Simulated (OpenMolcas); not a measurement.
Pd VII: effect of the IPEA shift

```json
{"Program": "OpenMolcas 26.06", "Basis": "ANO-RCC-VQZP [8s7p5d3f2g1h]", "Scalar Hamiltonian": "DKH2, point nucleus", "Active space": "4 electrons in 10 orbitals (4d 5d)", "State averaging": "2S+1 = 5 even, 5 roots; 2S+1 = 3 even, 45 roots; 2S+1 = 1 even, 49 roots", "Spin-orbit coupling": "RASSI with atomic mean-field integrals over the reference wave functions, term energies averaged over their components"}
```

Methods on the same reference wave functions:
A. CASSCF
B. MS-CASPT2, IPEA 0 Eh, imaginary shift 0.1 Eh (closed shells correlated: 4s 4p)
C. MS-CASPT2, IPEA 0.25 Eh, imaginary shift 0.1 Eh (closed shells correlated: 4s 4p)

Energies in cm-1 above 4d4 5D0.

```csv
Level,A,B,C
4d4 5D0,0.0,0.0,0.0
4d4 5D1,822,904,892
4d4 5D2,2151,2290,2270
4d4 5D3,3768,3900,3880
4d4 5D4,5560,5650,5640
4d4 3P0(1),23447,19580,20120
4d4 3H4 [73 %],24195,21540,21920
4d4 3H5,26118,23650,24030
4d4 3P1(1),27344,23530,24090
4d4 3H6,27584,25230,25600
4d4 3F3(1) [50 %],28322,24590,25080
4d4 3F2(1),29028,25240,25790
4d4 3F4(1) [59 %],29705,26220,26740
4d4 3P2(1),32433,28310,28920
4d4 3G3 [50 %],32998,29150,29680
4d4 3G4 [64 %],33452,29540,30020
4d4 3G5,34742,31120,31550
4d4 1I6,39167,36120,36350
4d4 3D3,39810,33700,34330
4d4 3D2,40356,34610,35170
4d4 3D1,41276,35250,35870
4d4 1G4(1),42898,38630,39050
4d4 1S0,47729,40700,41470
4d4 1D2(1),49930,44610,44930
```

Between B and C the level of the table that moves most is 4d4 1S0, by 770 cm-1 (lowest in B, highest in C). Moves below CASPT2's spread within the term are not significant.

From A to B the spin-free energies of the other terms of 4d4 shown, above 5D, scale by factors of 0.83 to 0.90, as is usual when dynamic correlation screens the repulsion within a d or f shell.

The lowest spin-free term lies below A's lowest term by 0.382 hartree in B, 0.374 hartree in C.

CASPT2 breaks the degeneracy within a term, and the mean is taken; among the terms shown or strongly mixed into the levels shown the widest spread is 1100 cm-1 (4d4 1I, C). Active for correlation alone: 5d; no level in the range computed is led by a configuration that fills it, so any true level of that kind is missing. Without dynamic correlation excited terms often stand tens of per cent too high (terms of higher spin than the ground term too low), and those without a measured partner can miss by more than the paired ones (holds for A). The CASPT2 spread within a term exceeds the gap to the next term for 4d4 3D and 4d4 1I, 4d4 1I and 4d4 1G(1), so the order of their levels is uncertain (holds for C). Levels of configurations outside the active space are missing. The table leaves out levels that lie high or whose names do not pair safely across all columns.

A share in square brackets marks a mixed level and gives the weight of the term that names it, the lowest over the columns. A number in round brackets counts repeated terms of one configuration in the order of the reference energies.
